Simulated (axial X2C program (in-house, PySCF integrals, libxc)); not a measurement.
**Potential curves of ZrGe, 2c**

All values were computed with an in-house relativistic program for diatomic molecules. Two-component (2c) means X2C with spin–orbit coupling and atomic mean-field two-electron Coulomb and Gaunt terms. Basis: Zr dyall-cv3z [11s12p9d6f3g], Ge dyall-cv3z [9s9p7d4f1g] (cores contracted in-house); Gaussian nuclei, density fitting, unrestricted open shells. Masses: Zr 89.905 u, Ge 73.921 u.

State: Ω = 4 (⟨Sz⟩ = 2.00, ⟨Lz⟩ = 2.00 at HF). Energies in eV from the lowest point of each curve. Fits are polynomials in 1 − R0/R over 0.85 to 1.23 times the lowest point R0.

```csv
R (Å),CCSD(T),PBE0
2.2664,,0.6710
2.3706,0.3941,0.2506
2.4487,0.1740,0.0805
2.5269,0.0501,0.0042
2.6050,0.0000,0.0000
2.6962,0.0119,0.0631
2.7873,0.0779,0.1788
2.9046,0.2156,0.3780
3.0478,,0.6620
3.2563,,1.0910
```

Correlated methods: 8 electrons correlated (number of frozen shells: Zr 4 s, 3 p, 1 d; Ge 3 s, 2 p, 1 d), 346 virtual spin orbitals or spinors in MP2, 90 natural virtuals in coupled cluster.

The state is one determinant whose occupation by symmetry is held fixed; it was picked as the lowest of a PBE0 search that is not exhaustive. Density functionals use the spin component along the axis (collinear). Coupled cluster ran in a truncated set of natural virtual spinors; the MP2 energy of the rest was added. (T) has no such correction and the atoms are truncated less, which lowers De at CCSD(T) by a hundredth of an eV or more. PBE0 can misorder states that lie within some tenths of an eV, so this need not be the ground state of the molecule. The nearest other 2c determinant of the search, Ω = 2, lies 0.36 eV up at the distance of the search. Without a current term, density functionals place determinants with orbital angular momentum somewhat too high. With several unpaired electrons one determinant need not be a pure state. The outer-core s and p shells of the metal are frozen in the correlated rows, which leaves out core–valence correlation; for alkali and alkaline-earth bonds that tends to lengthen them. Open-shell Ω = 0 determinants with evenly filled partner blocks cannot be reached by this program, so the Ω shown need not be the lowest component. The determinant is spin-polarised beyond a pure state at some levels (its spin-free form has ⟨S²⟩ too high), which makes Re and μ there less reliable. The T1 diagnostic is large, a sign of multireference character. With the outer-core shells frozen, correlated bond lengths of heavy atoms tend to come out a few hundredths of an ångström too long. Coupled cluster ran on the points near the minimum only. MP2 and coupled cluster on one determinant become unreliable at the stretched end.

(1) What are Re and ωe at the CCSD(T) level?

(2) What are Re and ωe at the PBE0 level?

## Answers

(1) At CCSD(T), 2c: Re = 2.633 Å, ωe ≈ 235 cm⁻¹; Be follows as 0.0599 cm⁻¹.

(2) At PBE0, 2c: Re = 2.570 Å, ωe ≈ 260 cm⁻¹; Be follows as 0.0629 cm⁻¹.
